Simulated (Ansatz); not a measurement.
A run for Ansatz (a first-principles code): U-B3LYP/def2-TZVPP on CHF (SMILES [CH]F), 2S+1 = 3, a spin state set in the input, which need not be the lowest.

Ansatz 0.2 input:
```yaml
crystal:
  periodic: [false, false, false]
  atoms:
    - {symbol: C, position_ang: [-0.62035936, 0.33517297, 0.00000000]}
    - {symbol: F, position_ang: [0.58201299, -0.19177354, 0.00000000]}
    - {symbol: H, position_ang: [-1.51596069, -0.28507596, 0.00000000]}
basis:
  gaussian:
    orbitals: def2-TZVPP
hamiltonian:
  xc: {name: B3LYP}
magnetization: {spin_polarized: true, initial_magnetization: 2}
```

**Question.** What total energy does the run end on?

**Answer.** -138.4506 hartree.
